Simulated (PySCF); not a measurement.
A calculated (UHF, PySCF 2.14, x2c-SVPall, scalar relativity by spin-free X2C-1e) atom or ion has these occupied shells.

```
shell  electrons  orbital energy (eV)  rms radius, mean of both spins (bohr)
 1s α          1              -2192.5                                  0.120
 1s β          1              -2192.1                                  0.120
 2s α          1              -216.58                                  0.560
 2s β          1              -216.11                                  0.560
 2p α          3              -158.39                                  0.540
 2p β          3              -157.55                                  0.540
 3s α          1              -31.005                                   1.99
 3s β          1              -25.536                                   1.99
 3p α          2              -19.696                                   2.34
```

Task: Name the element and its charge.

Result: P⁺ (phosphorus, charge +1), in [Ne] 3s2 3p2, high-spin 3P determinant.
